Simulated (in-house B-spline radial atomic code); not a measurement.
Results of a calculation; reference values are marked as such.
**Correlation energy from the adiabatic connection: −V exp(−r²/w²), V = 1.16, w = 4.4**

Two electrons in a singlet, external potential −V exp(−r²/w²), V = 1.16, w = 4.4 (atomic units). Full CI in B-splines (partial waves to l = 8, correlation up to 0.6 % small) with the density held fixed gives W(λ) = <V_ee>_λ − U, and E_c is the integral of W(λ) − W(0) from 0 to 1.

| λ | W(λ) − W(0) (hartree) |
| --- | --- |
| 0 | 0.00000 |
| 0.02 | -0.00194 |
| 0.05 | -0.00475 |
| 0.12 | -0.01092 |
| 0.25 | -0.02106 |
| 0.4 | -0.03099 |
| 0.6 | -0.04190 |
| 0.8 | -0.05079 |
| 1 | -0.05814 |

Question: Integrate the table by the trapezoid rule.

Answer: The strips give -0.00002, -0.00010, -0.00055, -0.00208, -0.00390, -0.00729, -0.00927, -0.01089, which sum to -0.03410 hartree. The direct value, W(1) − W(0) + T_c with T_c = 0.02391, is -0.03423; the curve is convex, so chords lie above it and the trapezoids fall short in size by 0.38 %.

Question: Now use only three numbers: W(0) = -0.36613, the initial slope W'(0) = -0.09806 (extrapolated from the first points) and the strong-coupling limit of the point-charge-plus-continuum model, W∞ = -0.50567. What do second-order theory and the interpolation W(λ) = W∞ + (W(0) − W∞)/√(1 + 2χλ) of Seidl, Perdew and Levy give?

Answer: Second order keeps the slope alone: E_c = W'(0)/2 = -0.04903, +43 % in size against -0.03423. Matching the slope fixes χ = W'(0)/(W∞ − W(0)) = -0.09806/(-0.13954) = 0.70274. Integrating, with s = √(1 + 2χ) = 1.550959, E_c = −(W(0) − W∞)(s − 1)/(s + 1) = −0.13954 × 0.550959/2.550959 = -0.03014 hartree, -12.0 % in size against the full result. At λ = 1 the formula gives W − W(0) = -0.04957 against -0.05814. Part of the miss can come from the model's W∞.
